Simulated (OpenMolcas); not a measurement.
Ag2+ with its 6 nearest chloride ions at 2.672 Å, on the Y site of Cs2NaYCl6 (a = 10.7396 Å, distance in the model lattice 2.619 Å). The rest of the host is ab initio model potentials to 7.6 Å, with orthogonalisation functions on the cations behind the ligands, and point charges beyond; the distance is set by hand and nothing relaxes, and no local charge compensation is placed. Ligand basis ANO-RCC-VDZP.

```json
{
 "Program": "OpenMolcas 26.06",
 "Method": "CASSCF",
 "Basis": "ANO-RCC-VTZP [7s6p4d2f1g]",
 "Scalar Hamiltonian": "DKH2, point nucleus",
 "Active space": "9 electrons in 5 orbitals (4d)",
 "State averaging": "2S+1 = 2 even, 5 roots",
 "Spin-orbit coupling": "state interaction with AMFI integrals over the reference wave functions"
}
```

Question: What is the spin-free ground state (labels of O, the rotations of Oh)?

Answer: 2E, 2-fold in its orbital part; it has the highest spin that d9 allows.

Question: Where is the first state of the same spin?

Answer: 2T2 at 7560 cm-1 above the ground state.

Question: What are the lowest two levels with spin-orbit coupling?

Answer: A 4-fold level Γ8, then a 2-fold level Γ7 6305 cm-1 above it. Their leading multiplicities are 2 (100 %) and 2 (100 %).

Question: What is χT at 300 K, and how does it compare with the textbook value?

Answer: The lowest level has 2S+1 = 2, for which the spin-only value is χT = S(S+1) / 2 = 0.375 cm3 K/mol (g = 2). The computed 0.649 at 300 K differs by +0.274, through orbital momentum, spin-orbit coupling and any other state in reach.

Question: Which ligand-field parameters describe the states?

Answer: The gap between the two states is 10Dq = 7562 cm-1. 

An orbital doublet at a regular site is open to a Jahn-Teller distortion, which this geometry leaves out. With metal d orbitals alone the field can be off either way by tens of per cent. Ligand-to-metal charge-transfer states are missing. No measured value stands beside these numbers; the geometry was set by hand and not optimised.
